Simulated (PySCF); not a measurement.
CH5F2NSi2, SMILES F[SiH2]/C=N/[SiH2]F.

Geometry: TPSSh-D3(BJ)/def2-SVP. The structure was generated by enumeration; whether it is a known compound was not checked. Other conformers were not sampled.

Calculation: PBE0/def2-TZVP (PySCF).

Question: Estimate the frontier levels, gap, dipole moment and polarisability. (An estimate is asked for; the answer gives what the named calculation found.)

Answer: 
The highest occupied level is -7.41 eV, the lowest empty level is -1.98 eV and the orbital gap comes out as 5.44 eV. The dipole moment is 1.00 D. The quadrupole, principal values (traceless, Buckingham form, about the centre of nuclear charge) is -4.69, 0.29, 4.39 D·Å and the mean static polarisability is 69.1 bohr³ (10.24 Å³). The polarisability, principal values is 55.4, 60.2, 91.6 bohr³.
